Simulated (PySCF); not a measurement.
Se(F)2, F2Se, SMILES [Se](F)F, PBE0/def2-SVP optimised geometry.

```
3

Se    -0.76    -0.86     0.00
F     -0.99     0.86     0.00
F      0.99    -0.86     0.00
```

Density from PBE0/def2-TZVP run with PySCF at that geometry.

Minimum of the electron density along straight lines between bonded atoms, close to the bond critical point (lines longer than 1.1 times the sum of covalent radii, or with two minima, are not listed):

```csv
bond,length / Å,ρ at the minimum / e bohr⁻³,∇²ρ there / e bohr⁻⁵,position (fraction from the first atom)
Se1–F2,1.744,0.164,0.37,0.47
Se1–F3,1.744,0.164,0.37,0.47
```
